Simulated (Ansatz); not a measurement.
`C=[CH][In]([CH3])[Cl]` + `CC(O)F` → `C=COC(C)F` + `[CH3][InH][Cl]`  (substitution at a C–In bond)

Gas-phase electronic energies from Ansatz, PBE0-D4/def2-TZVP geometries. CCSD(T)/CBS is the MP2 limit (def2-TZVPP, def2-QZVPP) plus CCSD(T) − MP2 in def2-TZVPP, frozen cores. DFT in def2-TZVPP. B3LYP here is the variant with VWN-RPA as its local correlation; programs differ in this. HSE06 is defined as in plane-wave codes. def2 core potentials past Kr. For In outer-core shells are correlated without core-valence functions, which leaves a few kJ/mol of doubt a bond. One conformer a species, not always the lowest.

Task: Is it downhill or uphill in electronic energy at CCSD(T)/CBS, and by how much? (An estimate is asked.)

Result: Ansatz gave: Uphill: ΔE = +52.1 kJ/mol.

Task: What do these levels give: LDA (SPW92), PBE0-D4, B3LYP-D4, PBE0, r2SCAN0, HSE06, CAM-B3LYP, LC-ωPBE, MP2/def2-SVP, CCSD(T)/def2-SVP, HF/def2-TZVPP, MP2/def2-TZVPP? (Best estimate.)

Result: Computed: LDA (SPW92) 19.9, PBE0-D4 37.8, B3LYP-D4 37.7, PBE0 37.8, r2SCAN0 36.8, HSE06 38.0, CAM-B3LYP 32.9, LC-ωPBE 36.5, MP2/def2-SVP 37.9, CCSD(T)/def2-SVP 32.3, HF/def2-TZVPP 37.2, MP2/def2-TZVPP 56.6 kJ/mol.

Largest T1 diagnostic among the species: 0.012.

In def2-TZVPP, CCSD(T) changes the Hartree–Fock value by +11.4 kJ/mol (the triples alone add +0.7 kJ/mol) and MP2 by +19.4 kJ/mol. Leaving LDA and LC-ωPBE aside and taking each functional with its dispersion term where it has one, the values, not all of them listed here, spread over 18.2 kJ/mol, from B97M-V to PBE-QIDH. LDA lies −16.4 kJ/mol from PBE without D4.
